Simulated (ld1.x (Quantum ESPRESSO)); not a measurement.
sulfur (S): excitation energies, all-electron against RRKJ

S (Z = 16), norm-conserving RRKJ (Kleinman–Bylander form), made with ld1.x (Quantum ESPRESSO) 7.5 (LDA (PZ), scalar-relativistic). Core [Ne], reference 3s2 3p4. Waves: 3s (bound): rc 1.15 bohr; 3d channel at -0.05 Ry: rc 1.10 bohr; 3p (bound): rc 1.25 bohr. Local part: the p channel. Core correction: Bessel-smoothed model core, default radius (core density twice the valence density).

Energies are relative to the spin-unpolarised reference configuration 3s2 3p4; without spin polarisation the order of configurations can differ from experiment. Spin-polarised rows fill each open shell by Hund’s rule, majority spin first. The frozen-core shift is the all-electron ΔE with the core orbitals held at their reference shape minus the fully relaxed ΔE.

(1) Give the all-electron excitation energy and the error of the potential for: 3s2 3p3; 3s2 3p2; 3s2 3p1; 3s1 3p4; 3s2 3p4.3; 3s0 3p6; 3s1 3p5; 3s2 3p4 (spin-polarised); 3s2 3p3 (spin-polarised).

Levels in the configuration 3s1 3p4:

| level | all-electron (eV) | pseudo (eV) |
| --- | --- | --- |
| 3s | -28.293 | -28.277 |
| 3p | -17.448 | -17.434 |

Results:

(1)

```tsv
valence configuration	charge	ΔE all-electron (eV)	error AE − PS (meV)	frozen-core shift (meV)
3s2 3p3	+1	11.863	+3.6	+1.4
3s2 3p2	+2	34.236	+25	+11
3s2 3p1	+3	68.394	+80	+43
3s1 3p4	+1	22.660	+6.2	+2.4
3s2 3p4.3	-0.3	-1.741	+0.3	-0.1
3s0 3p6	0	20.607	+0.9	+1.0
3s1 3p5	0	10.240	0.0	+0.3
3s2 3p4 (spin-polarised)	0	-0.706	+4.8	+0.7
3s2 3p3 (spin-polarised)	+1	9.898	+15	+3.6
```

A variational frozen-core shift is positive and of second order in the change. This column holds negative values, so the frozen-core run of ld1.x carries numerical noise or an error of first order here, and the column gives no more than the rough size of the effect.
